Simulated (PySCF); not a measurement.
The scaffold silaethenyl-X carries different groups X. Isolated molecules, 0 K electronic values unless said otherwise. One relaxed conformer stands for each flexible species; it need not be the lowest. Strings in code marks are SMILES.

All values below come from ωB97X-D3(BJ)/def2-TZVP // PBE0-D3(BJ)/def2-TZVP (PySCF 2.14.0). All candidates: neutral, multiplicity 1. Delta-SCF ions had no search for a lower state. Excitations are Tamm–Dancoff values on a coarser integration grid. The basis has no diffuse functions, so Rydberg states are missing or too high.

```
Item                                      Result
--------------------------------------  --------
HOMO–LUMO gap                           10.18 eV
vertical ionisation energy (Delta-SCF)   8.26 eV
S1 excitation (TDA)                      5.66 eV
```

### Question
Identify which member has these values.
A) `C=[SiH]OC` (C–Si–O–C torsion 0°)
B) `C=[SiH]N`
C) `C=[SiH]CF` (C–Si–C–F torsion 128°)
D) `C#C[SiH]=C`

### Answer
A, `C=[SiH]OC` (C–Si–O–C torsion 0°). The others give `C=[SiH]CF` (C–Si–C–F torsion 128°): 9.74 eV, 8.74 eV, 5.65 eV; `C#C[SiH]=C`: 9.10 eV, 8.45 eV, 5.14 eV; `C=[SiH]N`: 10.07 eV, 7.85 eV, 5.48 eV
